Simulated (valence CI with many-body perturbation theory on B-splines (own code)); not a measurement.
Ladder of approximations for Os71+

Calculated by relativistic CI+MBPT: three valence electrons over a frozen Dirac-Fock core [He], radial functions for each j: 11 s, 11 p, 9 d, 7 f, 5 g, 2 h, 1 i, with the one-electron correlation potential Σ1 (screened to all orders), the two-electron term Σ2, the three-electron term Σ3, Breit, model QED; selected single and double excitations, second order for the rest (own B-spline code, finite nucleus).

The last digits are not significant, and no measured levels were compared; by estimate large intervals hold to a few tenths of a per cent, small ones and those within an open d or f shell to about a per cent.

Each rung adds one term. CI alone is the Dirac-Coulomb CI over the frozen core; QED comes last and gives the full result, which names the levels. Energies are above (2s^2 2p1/2) J=1/2 on the same rung, in Ry.

Levels are named by their leading jj configuration (3d3/2^4 stands for four electrons in 3d with j = 3/2), which in mixed levels can hold well under half, so a name can repeat and another be missing. Letters in brackets count levels of one name in rising energy.

```
                     Level  CI alone    + Σ1    + Σ2    + Σ3  + Breit    Full
        (2s 2p1/2^2) J=1/2     20.80   20.78   20.76   20.76    22.38   20.89
        (2s^2 2p3/2) J=3/2    123.02  123.04  123.04  123.04   121.39  121.51
(2s 2p1/2 2p3/2) J=3/2 [a]    137.77  137.76  137.76  137.76   137.60  136.26
    (2s 2p1/2 2p3/2) J=5/2    141.68  141.67  141.66  141.66   140.63  139.29
    (2s 2p1/2 2p3/2) J=1/2    146.36  146.35  146.32  146.32   146.21  144.86
(2s 2p1/2 2p3/2) J=3/2 [b]    146.98  146.97  146.95  146.94   146.35  145.01
     (2p1/2^2 2p3/2) J=3/2    168.34  168.31  168.27  168.26   169.44  166.63
        (2s 2p3/2^2) J=5/2    262.56  262.57  262.56  262.56   260.27  259.07
        (2s 2p3/2^2) J=1/2    270.05  270.06  270.05  270.04   268.62  267.42
        (2s 2p3/2^2) J=3/2    270.68  270.69  270.67  270.66   268.67  267.46
     (2p1/2 2p3/2^2) J=3/2    287.58  287.56  287.53  287.53   287.04  284.35
     (2p1/2 2p3/2^2) J=5/2    290.07  290.05  290.02  290.02   288.70  286.01
     (2p1/2 2p3/2^2) J=1/2    293.41  293.39  293.37  293.36   293.14  290.45
           (2p3/2^3) J=3/2    413.85  413.85  413.82  413.82   411.69  409.14
           (2s^2 3s) J=1/2    833.74  833.77  833.77  833.76   831.47  831.82
        (2s^2 3p1/2) J=1/2    840.66  840.70  840.69  840.68   838.81  838.71
   (2s 2p1/2 3s) J=1/2 [a]    847.83  847.84  847.84  847.83   846.91  845.81
       (2s 2p1/2 3s) J=3/2    850.38  850.39  850.38  850.38   849.04  847.93
   (2s 2p1/2 3s) J=1/2 [b]    852.56  852.57  852.57  852.56   851.43  850.32
(2s 2p1/2 3p1/2) J=1/2 [a]    853.67  853.67  853.67  853.67   853.16  851.61
    (2s 2p1/2 3p1/2) J=3/2    856.33  856.34  856.33  856.32   855.32  853.77
(2s 2p1/2 3p1/2) J=1/2 [b]    859.50  859.51  859.49  859.49   858.85  857.31
        (2p1/2^2 3s) J=1/2    872.80  872.78  872.76  872.75   873.36  870.80
        (2s^2 3p3/2) J=3/2    876.96  877.00  876.99  876.98   874.62  874.57
     (2p1/2^2 3p1/2) J=1/2    878.29  878.27  878.25  878.24   879.21  876.23
        (2s^2 3d3/2) J=3/2    881.69  881.73  881.72  881.72   879.14  879.03
        (2s^2 3d5/2) J=5/2    891.15  891.19  891.18  891.18   888.57  888.41
(2s 2p1/2 3p3/2) J=3/2 [a]    890.91  890.92  890.91  890.90   889.94  888.44
    (2s 2p1/2 3p3/2) J=5/2    893.97  893.98  893.97  893.96   892.47  891.05
(2s 2p1/2 3p3/2) J=3/2 [b]    894.02  894.03  894.02  894.01   892.67  891.17
    (2s 2p1/2 3p3/2) J=1/2    894.27  894.28  894.27  894.26   893.01  891.50
```

**Question.** How does the ionisation energy move along the ladder, and which term matters most?

**Answer.** CI alone 20060, + Σ1 20061, + Σ2 20061, + Σ3 20061, + Breit 20024, + QED 20023 eV. The largest step is Breit, -37 eV. NIST lists 20030 ± 60 eV (theoretical).
